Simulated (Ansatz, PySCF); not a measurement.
This PySCF input computes a r2SCAN/def2-TZVPD energy:

```python
from pyscf import gto, scf, dft

mol = gto.M(
    atom='''
    Si    0.08339551   -0.49685473   -0.00892374
    O    -1.00297333    0.30662033   -0.95153108
    C    -2.03902560    1.10667889   -0.41415476
    O     0.85352565    0.58376078    0.96752273
    C     1.56853499    1.69641558    0.46449962
    N     1.02986651   -1.28965260   -1.17607580
    N    -0.54561817   -1.59540782    1.12425879
    H    -2.63399009    1.49595762   -1.24089646
    H    -2.69096438    0.52226202    0.24273266
    H    -1.64019010    1.95016629    0.15843588
    H     2.37165677    1.38011261   -0.20856515
    H     2.00869351    2.22944163    1.30780633
    H     0.91288422    2.38298518   -0.08061050
    H     1.76056542   -1.93803045   -0.94138746
    H     1.03705350   -1.00879920   -2.14106829
    H    -0.63842309   -1.36616571    2.09841284
    H    -1.02603616   -2.43815662    0.86278914
    ''',
    basis='def2-tzvpd',
    charge=0,
    spin=0,
    verbose=4,
)

mf = dft.RKS(mol, xc='r2scan').density_fit(auxbasis='def2-universal-jkfit')
mf.grids.level = 4
mf.conv_tol = 1e-9
mf.max_cycle = 100
mf.max_memory = 1500
mf.kernel()
if not mf.converged:
    mf = mf.newton()
    mf.kernel(mf.make_rdm1())
mf.analyze()
```

Problem. Write an input for the same energy in Ansatz (a program for electronic structure) and say what it gives.

Solution. 
Ansatz 0.2 input:
```yaml
crystal:
  periodic: [false, false, false]
  atoms:
    - {symbol: Si, position_ang: [0.08339551, -0.49685473, -0.00892374]}
    - {symbol: O, position_ang: [-1.00297333, 0.30662033, -0.95153108]}
    - {symbol: C, position_ang: [-2.03902560, 1.10667889, -0.41415476]}
    - {symbol: O, position_ang: [0.85352565, 0.58376078, 0.96752273]}
    - {symbol: C, position_ang: [1.56853499, 1.69641558, 0.46449962]}
    - {symbol: N, position_ang: [1.02986651, -1.28965260, -1.17607580]}
    - {symbol: N, position_ang: [-0.54561817, -1.59540782, 1.12425879]}
    - {symbol: H, position_ang: [-2.63399009, 1.49595762, -1.24089646]}
    - {symbol: H, position_ang: [-2.69096438, 0.52226202, 0.24273266]}
    - {symbol: H, position_ang: [-1.64019010, 1.95016629, 0.15843588]}
    - {symbol: H, position_ang: [2.37165677, 1.38011261, -0.20856515]}
    - {symbol: H, position_ang: [2.00869351, 2.22944163, 1.30780633]}
    - {symbol: H, position_ang: [0.91288422, 2.38298518, -0.08061050]}
    - {symbol: H, position_ang: [1.76056542, -1.93803045, -0.94138746]}
    - {symbol: H, position_ang: [1.03705350, -1.00879920, -2.14106829]}
    - {symbol: H, position_ang: [-0.63842309, -1.36616571, 2.09841284]}
    - {symbol: H, position_ang: [-1.02603616, -2.43815662, 0.86278914]}
basis:
  gaussian:
    orbitals: def2-TZVPD
hamiltonian:
  xc: {name: r2SCAN}
output: {forces: true}
```
It gives -631.77802 Eh, and PySCF -631.77823 Eh, a difference of 0.21 mEh, from the treatment of integrals and grids.
